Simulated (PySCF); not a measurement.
C₃H₆BFO₂.
Bonds: C1–C2 (double), C2–O3, O3–B4, B4–F5, B4–O6, O6–C7. Hydrogens: H8, H9 on C1; H10 on C2; H11, H12, H13 on C7.

Computed, not measured: PBE0-D3(BJ)/def2-SVP geometry optimisation, gas phase (PySCF 2.14.0).

**Question.** What internal coordinates does the optimisation give?

**Answer.** 
```tsv
bond	length (Å)
C1=C2	1.330
C2–O3	1.359
O3–B4	1.365
B4–F5	1.331
B4–O6	1.341
O6–C7	1.407
C1–H8	1.092
C1–H9	1.090
C2–H10	1.095
C7–H11, C7–H12, C7–H13	1.100
```

Bonds in one row agree within 0.01 Å and their mean is given. A selection of angles:
```tsv
angle	degrees
C2–C1–H8	121.2
C2–C1–H9	119.7
H8–C1–H9	119.1
C1–C2–O3	121.9
C1–C2–H10	122.9
O3–C2–H10	115.2
C2–O3–B4	123.4
O3–B4–F5	120.3
O3–B4–O6	121.3
F5–B4–O6	118.4
B4–O6–C7	122.9
O6–C7–H11	109.0
O6–C7–H13	111.9
H11–C7–H12	108.3
H11–C7–H13	109.2
```

Torsions: C1–C2–O3–B4 -178° (antiperiplanar); C2–O3–B4–F5 1° (synperiplanar); O3–B4–O6–C7 0° (synperiplanar). The mirror-image conformer, all signs reversed, is as good.

B4 (three-coordinate boron) is planar (angles 121.3°, 120.3° and 118.4°, sum 360.0°, 0.00 Å off the plane of its three neighbours). O6 (boron-bound oxygen) is bent (angle 122.9°). The 7 heavy atoms lie in one plane (0.008 Å rms). Of the pairs four or more bonds apart, O3···H13 is among the closest relative to their van der Waals radii: 2.37 Å, 87 % of the sum of Bondi's values. The B–O distances run from 1.341 Å (B4–O6, drawn single) to 1.365 Å (O3–B4, drawn single), a spread of 0.024 Å. The C–O distances run from 1.359 Å (C2–O3, drawn single) to 1.407 Å (O6–C7, drawn single), a spread of 0.048 Å.

Point group: near Cs, missed by 0.24 Å at most; the miss may be what the optimiser left on a soft mode. Not checked by PBE0-D3(BJ)/def2-SVP frequencies. One conformer, not necessarily the lowest.
